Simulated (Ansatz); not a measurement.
One change: `C[O][Ga]([CH3])[F]` becomes `C[O][GaH][CH3]`.

Ansatz, PBE0-D4/def2-TZVP geometries, multiplicity 1. Each molecule was computed in one conformer, which needn't be the lowest.

Scalar relativity is left out up to krypton.

| property | `C[O][Ga]([CH3])[F]` |
| --- | --- |
| HOMO–LUMO gap (PBE0/def2-TZVPP) / eV | 7.67 |
| size of the dipole moment (ωB97M-V/def2-TZVPP) / D | 3.69 |
| HOMO–LUMO gap (ωB97M-V/def2-TZVPP) / eV | 11.73 |
| HOMO–LUMO gap (B3LYP/def2-TZVPP) / eV | 7.09 |
| HOMO energy (PBE0/def2-TZVPP) / eV | -8.02 |
| HOMO energy (ωB97M-V/def2-TZVPP) / eV | -10.44 |

Task: Give the same properties after the change, and the shifts. (Estimate.)

Result: Computed: 
| property | `C[O][GaH][CH3]` | shift |
| --- | --- | --- |
| HOMO–LUMO gap (PBE0/def2-TZVPP) / eV | 6.88 | -0.79 |
| size of the dipole moment (ωB97M-V/def2-TZVPP) / D | 1.82 | -1.87 |
| HOMO–LUMO gap (ωB97M-V/def2-TZVPP) / eV | 10.92 | -0.81 |
| HOMO–LUMO gap (B3LYP/def2-TZVPP) / eV | 6.38 | -0.71 |
| HOMO energy (PBE0/def2-TZVPP) / eV | -7.64 | 0.38 |
| HOMO energy (ωB97M-V/def2-TZVPP) / eV | -10.02 | 0.42 |

With PBE0 the HOMO rises by 0.38 eV and the LUMO falls by 0.41 eV, so the gap narrows by about 0.79 eV. PBE moves the HOMO by 0.30 eV and ωB97M-V by 0.42 eV. Dipoles are sizes alone; their direction can turn.

B3LYP here is the variant with VWN-RPA as its local correlation; programs differ in this.
